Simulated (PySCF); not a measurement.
This script is equivalent to a calculation on Cd (cadmium, neutral).

```python
from pyscf import gto, scf, dft, mp, cc
import basis_set_exchange as bse
txt = bse.get_basis("cc-pVDZ-PP", elements=["Cd"], fmt="nwchem", header=False)
cut = txt.index("\nECP")
mol = gto.M(atom="Cd 0 0 0", charge=0, spin=0, symmetry="D2h",
            basis=gto.basis.parse(txt[:cut]),
            ecp={"Cd": gto.basis.parse_ecp(txt[cut:])})
mf = scf.UHF(mol)
mf.irrep_nelec = {'Ag': (4, 4), 'B1g': (1, 1), 'B2g': (1, 1), 'B3g': (1, 1), 'B1u': (1, 1), 'B2u': (1, 1), 'B3u': (1, 1)}
mf.kernel()
```

Question: What total energy does it give?

Answer: -166.83775 hartree (calculated).

Question: Which occupied shell lies highest, and where?

Answer: 5s, at -7.637 eV.

Energies and moments cover only the electrons outside the core potential.
